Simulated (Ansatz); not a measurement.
[TbCl6]3- (TbCl6³⁻), relaxed as a septet with UKS r2SCAN-D4/def2-SVP in Ansatz, starting from the GFN2-xTB geometry. Force threshold 0.03 eV/Å.

In the def2 sets Tb takes a core potential; there is no spin–orbit coupling. With an open 4f shell the SCF may have ended on a state above the lowest. A multiply charged anion in the gas phase is held together partly by the finite basis. Removing one electron lowers the energy by 1.84 eV at PBE0-D4/def2-TZVP, so it isn't bound. The highest occupied level of the charge -3 septet lies above zero (up to 6.79 eV). By energy differences it is unbound by 1.84 eV (vertical, against the charge -2 octet, at PBE0-D4/def2-TZVP) and held by the finite basis.

Start:

Cartesian coordinates in Å:
```
Tb -0.002 -0.001 0.001
Cl -2.167 -0.851 1.329
Cl 2.156 0.863 -1.337
Cl 1.396 0.060 2.288
Cl -1.392 -0.065 -2.287
Cl -0.756 2.536 0.401
Cl 0.764 -2.541 -0.394
```

Q: Estimate the energy that the relaxation releases and the steps that it takes.

A: 4.2 kJ/mol, in 2 steps; 23 s on 4 threads of Intel Xeon 6975P-C on a shared host. No frequencies were taken in this run, so the end may be a saddle point.

Q: Does the start keep its bonding and symmetry?

A: By distances, no bond broke or formed. The bond that changes most is Tb1–Cl6, from 2.68 to 2.73 Å (atoms count from 1). Point group Oh at the start, Oh at the end, both within 0.05 Å.

Q: Predict the relaxed structure.

A: 
```xyz
7

Tb    0.0001    0.0013   -0.0005
Cl   -2.1960   -0.8693    1.3596
Cl    2.1954    0.8721   -1.3635
Cl    1.4141    0.0562    2.3306
Cl   -1.4138   -0.0603   -2.3299
Cl   -0.7757    2.5825    0.4042
Cl    0.7759   -2.5826   -0.4005
```
Bond lengths: 6 × Cl–Tb 2.73 Å.
